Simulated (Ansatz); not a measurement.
Molecular dynamics of GaH4NO

Input:

```yaml
crystal:
  periodic: [false, false, false]
  atoms:
    - { symbol: Ga, position_ang: [0.008367, -0.167541, 0.113715] }
    - { symbol: "N", position_ang: [-0.035019, 0.03168, 1.909093] }
    - { symbol: H, position_ang: [-0.864937, 0.15098, 2.453916] }
    - { symbol: H, position_ang: [0.785608, 0.03582, 2.48215] }
    - { symbol: O, position_ang: [1.644237, -0.352442, -0.558132] }
    - { symbol: H, position_ang: [1.765087, -0.469457, -1.485547] }
    - { symbol: H, position_ang: [-1.262841, -0.180941, -0.795095] }
basis:
  gaussian: { orbitals: def2-SVP }
hamiltonian:
  xc: hf
md:
  timestep: 0.5
  n_steps: 166
  ensemble: nve
  temperature: 500.0
  initial_velocities: maxwell_boltzmann
  seed: 954032
```

Run as:

```bash
$ ansatz run input.yaml --threads 1 --pin off --max-ram 2048MiB --backend cpu --events-out ev --progress --plain --runs-dir out
```

It starts from a relaxed structure.

Output, in part (one step line in 3, the closing report, with atoms numbered from 0):

```
md step     0: t =     0.00 fs  T =   500.0 K  F+E_penalty+E_count = -55908.02635124 eV  E_kin = 0.323150 eV  conserved = -55907.70320124 eV  (32 SCF iters)
md step     3: t =     1.50 fs  T =   367.4 K  F+E_penalty+E_count = -55907.93846954 eV  E_kin = 0.237469 eV  conserved = -55907.70100048 eV  (33 SCF iters)
md step     6: t =     3.00 fs  T =   286.5 K  F+E_penalty+E_count = -55907.88624562 eV  E_kin = 0.185143 eV  conserved = -55907.70110263 eV  (33 SCF iters)
md step     9: t =     4.50 fs  T =   267.8 K  F+E_penalty+E_count = -55907.87532186 eV  E_kin = 0.173073 eV  conserved = -55907.70224862 eV  (33 SCF iters)
md step    12: t =     6.00 fs  T =   175.3 K  F+E_penalty+E_count = -55907.81333585 eV  E_kin = 0.113290 eV  conserved = -55907.70004542 eV  (27 SCF iters)
md step    15: t =     7.50 fs  T =   290.8 K  F+E_penalty+E_count = -55907.89006994 eV  E_kin = 0.187946 eV  conserved = -55907.70212406 eV  (33 SCF iters)
md step    18: t =     9.00 fs  T =   326.3 K  F+E_penalty+E_count = -55907.91303512 eV  E_kin = 0.210893 eV  conserved = -55907.70214178 eV  (33 SCF iters)
md step    21: t =    10.50 fs  T =   244.1 K  F+E_penalty+E_count = -55907.85862515 eV  E_kin = 0.157788 eV  conserved = -55907.70083667 eV  (27 SCF iters)
md step    24: t =    12.00 fs  T =   231.0 K  F+E_penalty+E_count = -55907.85164013 eV  E_kin = 0.149320 eV  conserved = -55907.70232029 eV  (33 SCF iters)
md step    27: t =    13.50 fs  T =   118.8 K  F+E_penalty+E_count = -55907.77750443 eV  E_kin = 0.076762 eV  conserved = -55907.70074196 eV  (32 SCF iters)
md step    30: t =    15.00 fs  T =   123.3 K  F+E_penalty+E_count = -55907.78079968 eV  E_kin = 0.079689 eV  conserved = -55907.70111055 eV  (27 SCF iters)
md step    33: t =    16.50 fs  T =   219.5 K  F+E_penalty+E_count = -55907.84372923 eV  E_kin = 0.141854 eV  conserved = -55907.70187570 eV  (33 SCF iters)
md step    36: t =    18.00 fs  T =   254.5 K  F+E_penalty+E_count = -55907.86571738 eV  E_kin = 0.164496 eV  conserved = -55907.70122184 eV  (34 SCF iters)
md step    39: t =    19.50 fs  T =   313.4 K  F+E_penalty+E_count = -55907.90445137 eV  E_kin = 0.202554 eV  conserved = -55907.70189705 eV  (34 SCF iters)
md step    42: t =    21.00 fs  T =   288.9 K  F+E_penalty+E_count = -55907.88860493 eV  E_kin = 0.186748 eV  conserved = -55907.70185717 eV  (33 SCF iters)
md step    45: t =    22.50 fs  T =   209.4 K  F+E_penalty+E_count = -55907.83644930 eV  E_kin = 0.135328 eV  conserved = -55907.70112100 eV  (26 SCF iters)
md step    48: t =    24.00 fs  T =   192.0 K  F+E_penalty+E_count = -55907.82566539 eV  E_kin = 0.124106 eV  conserved = -55907.70155903 eV  (33 SCF iters)
md step    51: t =    25.50 fs  T =   174.2 K  F+E_penalty+E_count = -55907.81388764 eV  E_kin = 0.112601 eV  conserved = -55907.70128714 eV  (27 SCF iters)
md step    54: t =    27.00 fs  T =   199.9 K  F+E_penalty+E_count = -55907.83045645 eV  E_kin = 0.129173 eV  conserved = -55907.70128390 eV  (34 SCF iters)
md step    57: t =    28.50 fs  T =   259.1 K  F+E_penalty+E_count = -55907.86931228 eV  E_kin = 0.167467 eV  conserved = -55907.70184508 eV  (33 SCF iters)
md step    60: t =    30.00 fs  T =   292.4 K  F+E_penalty+E_count = -55907.89059004 eV  E_kin = 0.188971 eV  conserved = -55907.70161937 eV  (33 SCF iters)
md step    63: t =    31.50 fs  T =   284.0 K  F+E_penalty+E_count = -55907.88566621 eV  E_kin = 0.183532 eV  conserved = -55907.70213468 eV  (34 SCF iters)
md step    66: t =    33.00 fs  T =   188.9 K  F+E_penalty+E_count = -55907.82302788 eV  E_kin = 0.122076 eV  conserved = -55907.70095142 eV  (34 SCF iters)
md step    69: t =    34.50 fs  T =   170.0 K  F+E_penalty+E_count = -55907.81144902 eV  E_kin = 0.109857 eV  conserved = -55907.70159180 eV  (34 SCF iters)
md step    72: t =    36.00 fs  T =   159.9 K  F+E_penalty+E_count = -55907.80462065 eV  E_kin = 0.103359 eV  conserved = -55907.70126176 eV  (34 SCF iters)
md step    75: t =    37.50 fs  T =   229.3 K  F+E_penalty+E_count = -55907.84906968 eV  E_kin = 0.148217 eV  conserved = -55907.70085239 eV  (33 SCF iters)
md step    78: t =    39.00 fs  T =   392.3 K  F+E_penalty+E_count = -55907.95639261 eV  E_kin = 0.253544 eV  conserved = -55907.70284852 eV  (34 SCF iters)
md step    81: t =    40.50 fs  T =   358.2 K  F+E_penalty+E_count = -55907.93280121 eV  E_kin = 0.231512 eV  conserved = -55907.70128874 eV  (33 SCF iters)
md step    84: t =    42.00 fs  T =   327.3 K  F+E_penalty+E_count = -55907.91294142 eV  E_kin = 0.211562 eV  conserved = -55907.70137933 eV  (34 SCF iters)
md step    87: t =    43.50 fs  T =   292.7 K  F+E_penalty+E_count = -55907.89162232 eV  E_kin = 0.189188 eV  conserved = -55907.70243479 eV  (34 SCF iters)
md step    90: t =    45.00 fs  T =   160.9 K  F+E_penalty+E_count = -55907.80379740 eV  E_kin = 0.104007 eV  conserved = -55907.69979078 eV  (26 SCF iters)
md step    93: t =    46.50 fs  T =   277.9 K  F+E_penalty+E_count = -55907.88191619 eV  E_kin = 0.179615 eV  conserved = -55907.70230128 eV  (33 SCF iters)
md step    96: t =    48.00 fs  T =   316.9 K  F+E_penalty+E_count = -55907.90671966 eV  E_kin = 0.204811 eV  conserved = -55907.70190845 eV  (33 SCF iters)
md step    99: t =    49.50 fs  T =   277.9 K  F+E_penalty+E_count = -55907.88034984 eV  E_kin = 0.179592 eV  conserved = -55907.70075809 eV  (27 SCF iters)
md step   102: t =    51.00 fs  T =   334.9 K  F+E_penalty+E_count = -55907.91914802 eV  E_kin = 0.216458 eV  conserved = -55907.70269027 eV  (34 SCF iters)
md step   105: t =    52.50 fs  T =   208.8 K  F+E_penalty+E_count = -55907.83626102 eV  E_kin = 0.134915 eV  conserved = -55907.70134582 eV  (33 SCF iters)
md step   108: t =    54.00 fs  T =   125.8 K  F+E_penalty+E_count = -55907.78184725 eV  E_kin = 0.081324 eV  conserved = -55907.70052331 eV  (26 SCF iters)
md step   111: t =    55.50 fs  T =   212.1 K  F+E_penalty+E_count = -55907.83939575 eV  E_kin = 0.137072 eV  conserved = -55907.70232397 eV  (32 SCF iters)
md step   114: t =    57.00 fs  T =   203.1 K  F+E_penalty+E_count = -55907.83209215 eV  E_kin = 0.131272 eV  conserved = -55907.70082021 eV  (34 SCF iters)
md step   117: t =    58.50 fs  T =   291.9 K  F+E_penalty+E_count = -55907.89023029 eV  E_kin = 0.188629 eV  conserved = -55907.70160135 eV  (33 SCF iters)
md step   120: t =    60.00 fs  T =   355.8 K  F+E_penalty+E_count = -55907.93246206 eV  E_kin = 0.229975 eV  conserved = -55907.70248691 eV  (33 SCF iters)
md step   123: t =    61.50 fs  T =   278.2 K  F+E_penalty+E_count = -55907.88079666 eV  E_kin = 0.179822 eV  conserved = -55907.70097487 eV  (33 SCF iters)
md step   126: t =    63.00 fs  T =   260.5 K  F+E_penalty+E_count = -55907.87029138 eV  E_kin = 0.168353 eV  conserved = -55907.70193802 eV  (34 SCF iters)
md step   129: t =    64.50 fs  T =   190.4 K  F+E_penalty+E_count = -55907.82439985 eV  E_kin = 0.123087 eV  conserved = -55907.70131286 eV  (34 SCF iters)
md step   132: t =    66.00 fs  T =   157.6 K  F+E_penalty+E_count = -55907.80259861 eV  E_kin = 0.101826 eV  conserved = -55907.70077261 eV  (27 SCF iters)
md step   135: t =    67.50 fs  T =   233.5 K  F+E_penalty+E_count = -55907.85288161 eV  E_kin = 0.150899 eV  conserved = -55907.70198298 eV  (34 SCF iters)
md step   138: t =    69.00 fs  T =   263.9 K  F+E_penalty+E_count = -55907.87180694 eV  E_kin = 0.170586 eV  conserved = -55907.70122073 eV  (27 SCF iters)
md step   141: t =    70.50 fs  T =   310.9 K  F+E_penalty+E_count = -55907.90303256 eV  E_kin = 0.200950 eV  conserved = -55907.70208214 eV  (33 SCF iters)
md step   144: t =    72.00 fs  T =   268.0 K  F+E_penalty+E_count = -55907.87496641 eV  E_kin = 0.173185 eV  conserved = -55907.70178157 eV  (34 SCF iters)
md step   147: t =    73.50 fs  T =   166.7 K  F+E_penalty+E_count = -55907.80889090 eV  E_kin = 0.107709 eV  conserved = -55907.70118172 eV  (26 SCF iters)
md step   150: t =    75.00 fs  T =   111.3 K  F+E_penalty+E_count = -55907.77332067 eV  E_kin = 0.071937 eV  conserved = -55907.70138361 eV  (34 SCF iters)
md step   153: t =    76.50 fs  T =   119.3 K  F+E_penalty+E_count = -55907.77769328 eV  E_kin = 0.077079 eV  conserved = -55907.70061464 eV  (26 SCF iters)
md step   156: t =    78.00 fs  T =   265.0 K  F+E_penalty+E_count = -55907.87350364 eV  E_kin = 0.171268 eV  conserved = -55907.70223572 eV  (33 SCF iters)
md step   159: t =    79.50 fs  T =   329.2 K  F+E_penalty+E_count = -55907.91439443 eV  E_kin = 0.212789 eV  conserved = -55907.70160542 eV  (33 SCF iters)
md step   162: t =    81.00 fs  T =   341.4 K  F+E_penalty+E_count = -55907.92239316 eV  E_kin = 0.220639 eV  conserved = -55907.70175371 eV  (34 SCF iters)
md step   165: t =    82.50 fs  T =   292.8 K  F+E_penalty+E_count = -55907.89131841 eV  E_kin = 0.189255 eV  conserved = -55907.70206350 eV  (34 SCF iters)
md step   166: t =    83.00 fs  T =   248.3 K  F+E_penalty+E_count = -55907.86219534 eV  E_kin = 0.160491 eV  conserved = -55907.70170468 eV  (33 SCF iters)
Total energy: -55907.86219534 eV, -2054.5760399687 hartree
Atom 0 at     0.004613    -0.169763     0.115720 Å, force    -0.034054     0.207129    -0.542302 eV/Å
Atom 1 at    -0.040273     0.042901     1.928275 Å, force    -1.692006    -0.199493    -1.327576 eV/Å
Atom 2 at    -0.926122     0.016066     2.447833 Å, force     1.596147     0.116972    -0.145234 eV/Å
Atom 3 at     0.831680     0.054814     2.389178 Å, force     0.222327    -0.020086     1.097521 eV/Å
Atom 4 at     1.663479    -0.339985    -0.576606 Å, force    -0.610271     0.096066     0.787074 eV/Å
Atom 5 at     1.835104    -0.651199    -1.443443 Å, force    -0.077555    -0.039402    -0.355064 eV/Å
Atom 6 at    -1.290506    -0.083212    -0.850185 Å, force     0.595411    -0.161186     0.485581 eV/Å
Dipole moment:    -0.244373    -0.135493     0.003453 e Å
```

The run went to its last step. The conserved energy stayed within 0.49 meV per atom of its start (net change 0.21 meV per atom), so the integration is sound. Over the second half the temperature averaged 0.50 of the 500 K drawn at the start: a run that starts near a minimum puts about half its kinetic energy into the potential. A run of 0.083 ps of so small a system gives no equilibrium averages.

The same pairs are bonded in the first frame and the last. Pairs count as bonded within 1.25 times the sum of covalent radii (0.12 Å more for H–H).

Last frame:

```xyz
7
Properties=species:S:1:pos:R:3
Ga 0.005 -0.170 0.116
N -0.040 0.043 1.928
H -0.926 0.016 2.448
H 0.832 0.055 2.389
O 1.663 -0.340 -0.577
H 1.835 -0.651 -1.443
H -1.290 -0.083 -0.850
```

The run took 3.1 min on 1 thread of Arm Neoverse V2, on a shared host, peak memory 0.14 GiB.
